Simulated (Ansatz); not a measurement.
`C[O][SnH]([Cl])[Cl]` + H₂Se → `[Cl][SnH]([Cl])[SeH]` + CH₃OH at 700 K and 1 bar (ligand exchange at the Sn–O bond).

Program: Ansatz. Geometries: PBE0-D4/def2-TZVP. ΔE: electronic, gas phase. CCSD(T)/CBS is the MP2 limit (def2-TZVPP, def2-QZVPP) plus CCSD(T) − MP2 in def2-TZVPP, frozen cores. This one scheme is used for every species. Elements past krypton have def2 core potentials. For Se, Sn outer-core shells are correlated without core-valence functions, which leaves a few kJ/mol of doubt a bond. Scalar relativity is left out up to krypton. One conformer a species, not always the lowest.

| species | CCSD(T)/CBS energy (Eh) | H − E (kJ/mol) | S (J/(mol·K)) |
| --- | --- | --- | --- |
| `C[O][SnH]([Cl])[Cl]` | -1249.30688 | 212.1 | 505.0 |
| H₂Se | -2401.89790 | 61.1 | 251.1 |
| `[Cl][SnH]([Cl])[SeH]` | -3535.60722 | 111.3 | 479.3 |
| CH₃OH | -115.61712 | 170.8 | 288.5 |

H − E and S are ideal-gas, rigid-rotor, harmonic terms from PBE0-D4/def2-TZVP, for one conformer and one mirror image of each species. 1 Eh = 2625.50 kJ/mol, R = 8.31446 J/(mol·K).

By hand: ΔE, ΔH, ΔS and ΔG.

ΔE = (-3535.60722) + (-115.61712) − (-1249.30688) − (-2401.89790) = -0.01956 Eh = -51.4 kJ/mol. Δ(H − E) = 111.3 + 170.8 − 212.1 − 61.1 = 8.9, so ΔH = -42.5 kJ/mol. ΔS = 479.3 + 288.5 − 505.0 − 251.1 = 11.7 J/(mol·K). ΔG = -42.5 − 700 × (11.7)/1000 = -50.7 kJ/mol.

By hand: the equilibrium constant, and the temperature at which ΔG would vanish if ΔH and ΔS stayed fixed.

log₁₀ K = −ΔG/(RT ln 10) = 3.8. ΔH and −TΔS have one sign here, so there is no such temperature.

The number of gas molecules stays the same, so ΔS is small and ΔH decides. A doubt of 5 kJ/mol in ΔE shifts log₁₀ K by 0.4 here. Other conformers and mirror images would add mixing entropy, several J/(mol·K) or more a flexible species. Modes under 60 cm⁻¹, often nearly free rotors, make the harmonic entropy too high. These are equilibria of isolated gas molecules and say nothing of rates. Largest T1 diagnostic: 0.013 (customary marks: 0.02 for closed shells, 0.045 for open ones).

ΔS is within the doubt of such terms, so its sign, and with it that verdict, could turn.
